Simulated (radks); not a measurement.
Results of a calculation; reference values are marked as such.
Species: Ne2+. Configuration: [He] 2s2 2p4.

Level of theory: scalar-relativistic Kohn-Sham, PBE, spin-unpolarised, spherical densities, point nucleus (a radial shooting solver on a logarithmic mesh with Libxc functionals).

Energy parts (eV):
part                     energy
total                 -3444.892
kinetic                3445.828
electron-nucleus      -7980.830
Hartree                1392.848
exchange-correlation   -302.738

Orbitals (lengths in bohr, moments of r in powers of bohr):
orbital,occ.,eigenvalue (eV),<r^2>
1s,2,-881.4656,0.03362
2s,2,-78.1302,0.8227
2p,4,-54.8231,0.8336

The highest occupied level is 2p at -54.823 eV. For comparison, the ionisation energy in NIST's Atomic Spectra Database is 63.423 eV (measured). In exact Kohn-Sham theory the highest level is minus the ionisation energy, but local and semilocal functionals leave it too shallow, through self-interaction and a potential that decays too fast; potentials with the right tail come closer. The density falls to 0.001 e/bohr^3 at r = 2.38 bohr.

Beside tabulated values, note that spin-unpolarised runs miss the spin-polarisation part of the exchange energy of open shells.
